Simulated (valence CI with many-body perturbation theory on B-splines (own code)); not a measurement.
Results of a calculation; reference values are marked as such.
# Run record, Tc XIII

Method: relativistic CI+MBPT: three valence electrons over a frozen Dirac-Fock core [Ar] 3d10, a basis of 11 s, 11 p, 9 d, 7 f, 5 g, 2 h, 1 i functions for each j, with the one-electron correlation potential Σ1 (screened to all orders), the two-electron term Σ2, the three-electron term Σ3, Breit, model QED; selected single and double excitations, second order for the rest, scaled by the run's own slope (own B-spline code, finite nucleus).

Command, and the settings that its task file holds:

```sh
python run_cv.py task.json out
```

```
atom Tc  Z=43  mass_number=97  rms_radius_fm=4.4112
core [Ar] 3d10
valence 4s2 4p1
avg = 1
basis = L
breit = 1
cap = 40000
capref = 1200
cscale = 1
de = 0.0
dress = 0
eps = 2e-08
extrap = 1
h = 0.27
hh = 1
l2 = 3
lcore = 6
maxit = 60
n2 = 5
natural = 1
nlev = 60
nno = [7, 7, 6, 5, 4, 2, 1]
nroot = 26
nsp = [4, 4, 3, 2, 1, 0, 0]
pt2 = 1
qed = 1
rpa = 1
s1 = 1
s2 = 1
s3 = 1
screen = 1
tol = 2e-05
whole = 1
```

It took 2.4 min on 1 thread of Intel(R) Xeon(R) Processor @ 2.30GHz, with other jobs on the host.

Log. The first blocks belong to the next ion, which gives the ionisation energy. Fields: 2J, parity (1 odd), roots, reference size, generating configurations, candidates as configurations/state functions, variational space P, stored matrix elements, Davidson steps; e2 is the range of second-order energies in hartree. The first line gives the box (bohr), its intervals, the orbitals and the steps of their self-consistent field. Window is the range of levels sought, series limit the energy at which the first omitted orbital would enter, core excitation an estimate of the first excitation out of the core, left out the lowest levels not solved, and shifts from estimates the range by which levels moved from their first estimate, all in cm⁻¹.

```
rmax 11.5 intervals 62 orbitals 81 references ['4s2 4p', '4s 4p2', '4s2 4d', '4p3', '4s 4p 4d'] scf 5 t 1.4
2J=0 par=0 roots 2 ref 20 generators 5 cand 341/341 P 361/361 nnz 0 it 0
2J=0 par=0 roots 2 ref 20 generators 8 cand 19/19 P 380/380 nnz 0 it 0
   second order: generators 15 cand 2/2 e2 -0.00000 -0.00000
reference levels 665, estimated 219, window 980720 1/cm; series limit 1574969, core excitation 2020010
2J=1 par=1 roots 8 ref 55 generators 25 cand 2676/4101 P 4517/6734 nnz 4.7e+06 it 5
2J=1 par=1 roots 8 ref 55 generators 33 cand 1572/2457 P 6089/9191 nnz 8e+06 it 7
   second order: generators 75 cand 12938/20209 e2 -0.00004 -0.00000
2J=3 par=1 roots 13 ref 88 generators 29 cand 2629/5594 P 3981/8187 nnz 7.9e+06 it 5
2J=3 par=1 roots 13 ref 88 generators 43 cand 2708/6009 P 6689/14196 nnz 2e+07 it 7
   second order: generators 79 cand 18090/41377 e2 -0.00004 -0.00000
2J=1 par=0 roots 10 ref 50 generators 25 cand 2679/4032 P 4449/6582 nnz 4.8e+06 it 7
2J=1 par=0 roots 10 ref 50 generators 36 cand 1314/2146 P 5763/8728 nnz 7.8e+06 it 9
   second order: generators 74 cand 16690/26084 e2 -0.00002 -0.00000
2J=3 par=0 roots 11 ref 78 generators 24 cand 2446/5430 P 3767/7998 nnz 8.4e+06 it 6
2J=3 par=0 roots 11 ref 78 generators 30 cand 2013/4407 P 5780/12405 nnz 1.8e+07 it 8
   second order: generators 64 cand 14058/32387 e2 -0.00003 -0.00000
2J=5 par=0 roots 10 ref 80 generators 21 cand 2266/5421 P 3490/8000 nnz 8.6e+06 it 9
2J=5 par=0 roots 10 ref 80 generators 29 cand 2585/6660 P 6075/14660 nnz 2.5e+07 it 10
   second order: generators 64 cand 15359/41052 e2 -0.00004 -0.00000
2J=5 par=1 roots 10 ref 85 generators 21 cand 2351/5417 P 3519/7996 nnz 8e+06 it 7
2J=5 par=1 roots 10 ref 85 generators 42 cand 2847/7464 P 6366/15460 nnz 2.6e+07 it 8
   second order: generators 71 cand 19575/52931 e2 -0.00006 -0.00001
2J=7 par=1 roots 6 ref 64 generators 19 cand 2205/5425 P 3370/7991 nnz 7.9e+06 it 8
2J=7 par=1 roots 6 ref 64 generators 35 cand 2400/6572 P 5770/14563 nnz 2.4e+07 it 8
   second order: generators 52 cand 17509/52763 e2 -0.00006 -0.00001
2J=9 par=1 roots 2 ref 34 generators 13 cand 1226/2686 P 2463/5209 nnz 3.8e+06 it 4
2J=9 par=1 roots 2 ref 34 generators 23 cand 2114/5755 P 4577/10964 nnz 1.5e+07 it 7
   second order: generators 37 cand 15942/48080 e2 -0.00007 -0.00001
2J=7 par=0 roots 6 ref 57 generators 13 cand 2258/5431 P 3474/7985 nnz 8.4e+06 it 7
2J=7 par=0 roots 6 ref 57 generators 29 cand 2191/6276 P 5665/14261 nnz 2.3e+07 it 8
   second order: generators 52 cand 18398/54277 e2 -0.00004 -0.00001
2J=9 par=0 roots 3 ref 37 generators 8 cand 1969/4733 P 3313/7340 nnz 6.8e+06 it 5
2J=9 par=0 roots 3 ref 37 generators 23 cand 1754/4940 P 5067/12280 nnz 1.7e+07 it 5
   second order: generators 43 cand 14176/41793 e2 -0.00004 -0.00001
left out: unestimated 1410305, estimated 1050323, shifts from estimates -10 to 66
operators 3.5
```

The Davidson iterations converged.

No measured levels were compared; by estimate levels hold to about 250 cm⁻¹ or 0.2 % of their energy and the worst to 1 %, as in measured heavy ions of charge 2 to 7; those with d or f electrons hold less well.

```yaml
Valence_energy: -33.64234 hartree
Ionisation_energy: "262.9 eV (NIST: 262.08 ± 0.12 eV (semi-empirical))"
Reference_configurations_for_the_orbitals: 4s2 4p, 4s 4p2, 4s2 4d, 4p3, 4s 4p 4d
Radial_orbitals: 81
Box_radius: 11.49 bohr
Largest_variational_space: 15460
Lowest_levels: 4s²4p ²P°_1/2 0, 4s²4p ²P°_3/2 33565, 4s4p² ⁴P_1/2 213360, 4s4p² ⁴P_3/2 230100, 4s4p² ⁴P_5/2 244490, 4s4p² ²D_3/2 284420, 4s4p² ²D_5/2 293180, 4s4p² ²P_1/2 319630, 4s4p² ²S_1/2 353000, 4s4p² ²P_3/2 359930, 4s²4d ²D_3/2 458410, 4s²4d ²D_5/2 463620, 4p³ ⁴S°_3/2 [a] 531610, 4p³ ⁴S°_3/2 [b] 549340 cm⁻¹
```

Names give the largest LS component (configuration and term), which can be under half, so a name can repeat, a term be missing and a line seem to break the LS rules; names also repeat where a configuration has a term twice. Letters in brackets count levels of one name in rising energy.
